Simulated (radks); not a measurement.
Valence configurations of neutral silicon (all share [Ne]). All-electron calculation, non-relativistic Kohn-Sham, LDA (Slater exchange, Perdew-Wang correlation), spin-polarised, spherical densities, point nucleus; open shells are filled with parallel spins first. Program: a radial shooting solver on a logarithmic mesh with Libxc functionals. Energies are relative to 3s2 3p2; eigenvalues in eV for spin up.

| valence | E (eV) | moment (Bohr magnetons) | e(3p) | e(3s) |
|---|---|---|---|---|
| 3s2 3p2 | 0.000 | 2 | -4.624 | -11.333 |
| 3s1.5 3p2.5 | 2.401 | 3 | -5.075 | -11.915 |
| 3s1 3p3 | 4.294 | 4 | -5.462 | -12.406 |
| 3p4 | 13.587 | 2 | -5.819 | - |

NIST lists [Ne] 3s2 3p2 as the ground configuration; this level of theory agrees among the configurations tried. The energies are those of spherical high-spin densities, not of single terms.
